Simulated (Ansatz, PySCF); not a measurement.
Molecule: BHF, net charge 0, doublet state. SMILES: [BH]F
Geometry: optimised at B3LYP-D3(BJ)/def2-TZVP (Ansatz, an electronic-structure program).

HF/6-31G* beside other levels, property by property. Conventions: 6-311+G** with 5d; UHF or UKS for open shells; six Cartesian d functions in 6-31G* and its kin unless marked 5d; atomisation electronic, to ground-state atoms; non-relativistic; each state is the SCF solution reached for its charge and spin; valence correlation only; dispersion terms only where a functional's name holds one; spin-orbit terms left out. CBS(X,Y): correlation extrapolated as X^-3; Hartree-Fock from the larger set. Ab initio and DFT rows: single points at B3LYP-D3(BJ) geometries (Ansatz), with unscaled harmonic terms from B3LYP/6-31G* at its own minima, enthalpies of formation by atomisation with measured atoms.

Coupled cluster (Ansatz) is a level with limits of its own, used here on species with T1 under 0.025 (0.045 for open shells) and stable references: CCSD(T)/CBS(aug-cc-pVTZ,aug-cc-pVQZ).

```
property                                        HF/6-31G* (Ansatz)  B3LYP/6-311+G** (Ansatz)  M06-2X/6-31G* (5d) (PySCF)  wB97M-V/def2-TZVPD (Ansatz)        to compare with
----------------------------------------------  ------------------  ------------------------  --------------------------  ---------------------------  ---------------------
atomisation energy (kcal/mol)                                185.0                     231.4                       238.7                        234.0  233.0 coupled cluster
vertical ionisation energy to the singlet (eV)                8.95                      9.40                        9.09                         9.05   9.18 coupled cluster
enthalpy of formation at 298 K (kcal/mol)                     28.4                     -18.0                       -25.3                        -20.6  -19.6 coupled cluster
```

As the rows show:
- atomisation energy: HF/6-31G* lies 48.0 kcal/mol below coupled cluster.
- vertical ionisation energy to the singlet: HF/6-31G* lies 0.23 eV below coupled cluster.
- enthalpy of formation at 298 K: HF/6-31G* lies 48.0 kcal/mol above coupled cluster.

The properties are those with a value to compare with, at most eight drawn at random. No case is left out for the size of its miss. Left out are saddle points of the reference geometry, anions that the best level run finds unbound, excited spin states, species near biochemistry, cases with under five habitual levels, runs that failed or whose electronic state is in doubt, and table entries that another table contradicts.
